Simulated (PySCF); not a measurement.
## Al²⁺ (aluminium, charge +2) across methods

[Ne] 3d1, 2D determinant (an excited configuration). All numbers are calculated (PySCF 2.14, the spin-free X2C one-electron Hamiltonian (Gaussian nucleus), in x2c-TZVPPall with one added diffuse shell each of s, p, d type (6s6p4d1f, 51 functions)).

| method | E (hartree) | mean ε 2p α (eV) | mean ε 2p β (eV) | mean ε 3d α (eV) | Σ⟨r²⟩ (bohr²) | ⟨S²⟩ |
| --- | --- | --- | --- | --- | --- | --- |
| UHF | -240.93852 | -112.27 | -112.24 | -13.896 | 16.70 | 0.750 |
| PBE | -241.2507 | -94.282 | -94.230 | -12.286 | 15.57 | 0.750 |
| wB97X-V | -241.3387 | -101.03 | -101.00 | -14.327 | 15.73 | 0.750 |
| M06 | -241.3975 | -99.578 | -99.551 | -12.662 | 15.96 | 0.750 |
| PBE0 | -241.2688 | -99.089 | -99.042 | -12.768 | 15.78 | 0.750 |
| revPBE | -241.3473 | -94.243 | -94.199 | -12.360 | 15.62 | 0.750 |
| LDA | -240.3103 | -94.382 | -94.329 | -11.991 | 15.65 | 0.750 |
| TPSS | -241.4083 | -94.767 | -94.722 | -12.224 | 15.70 | 0.750 |

Task: Estimate the same row for r2SCAN.

Result: E (hartree) = -241.3597; mean ε 2p α (eV) = -96.070; mean ε 2p β (eV) = -96.039; mean ε 3d α (eV) = -12.124; Σ⟨r²⟩ (bohr²) = 15.86; ⟨S²⟩ = 0.750.

The outer electron is Rydberg-like, and this basis confines it to a smaller radius and binds it less than a complete one would.
